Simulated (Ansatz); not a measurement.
Cost and result up the ladder for the cluster Cs₃I₄ (7 atoms). Total charge 0; doublet. Geometry: PBE0-D4/def2-SVP.

```xyz
7

Cs   -3.4031    0.2202    1.4180
Cs    1.9560    0.8029    1.7739
Cs    1.3896   -1.2188   -3.2042
I    -0.5072   -1.9779    0.0864
I    -2.1999   -0.3438   -2.1801
I     3.8416    0.5460   -1.3442
I    -1.0771    1.9714    3.4502
```

Ansatz on 4 threads of Intel Xeon 6975P-C on a shared host. Times are rough, and most runs start from the orbitals of an earlier one. PBE0-D4/def2-TZVP serves as the yardstick here, not as an exact answer. Differences are given only for rows in sets of like size (and for xTB, whose basis is part of the method), since another set adds its own error. Binding counts from free atoms at the same level (Cs doublet, I doublet; other spins of the atoms weren't run), without zero-point energy or a counterpoise term.

In the def2 sets Cs, I take a core potential; there is no spin–orbit coupling. Correlated methods freeze 16 core orbitals; core or outer-core shells of Cs, I are correlated, in sets that lack core-valence functions. HOMO above LUMO, or a gap near zero within one spin, warns that the state may not be the lowest or that an electron is smeared out. In the doublet, I4 and I5 lie 3.27 Å apart (atoms count from 1), so these atoms are partly bonded to each other. Another isomer (doublet) lies 0.12 eV lower at PBE0-D4/def2-TZVP; other spin states weren't run for this one.

Correlated methods converge slowly with the basis.

| level | functions | wall time | binding energy per atom (eV) | difference from PBE0-D4/def2-TZVP (eV) | remarks |
| --- | --- | --- | --- | --- | --- |
| PBE-D4/def2-SVP | 176 | 6.5 s | 2.08 | – | gap within one spin near zero |
| PBE0-D4/def2-SVP | 176 | 7 s | 2.08 | – | – |
| PBE-D4/def2-TZVP (with forces) | 287 | 9.5 s | 2.07 | 0.00 | – |
| revPBE-D4/def2-TZVP | 287 | 9.5 s | 1.99 | -0.08 | – |
| PBE0-D4/def2-TZVP | 287 | 15 s | 2.08 | 0.00 | – |
| r2SCAN-D4/def2-TZVP | 287 | 15 s | 2.12 | 0.04 | – |
| MP2/def2-TZVP | 287 | 20 s | 2.07 | -0.01 | – |
| r2SCANh-D4/def2-TZVP | 287 | 21 s | 2.11 | 0.03 | – |
| RPA@PBE/def2-TZVP | 287 | 30 s | 1.80 | -0.28 | – |
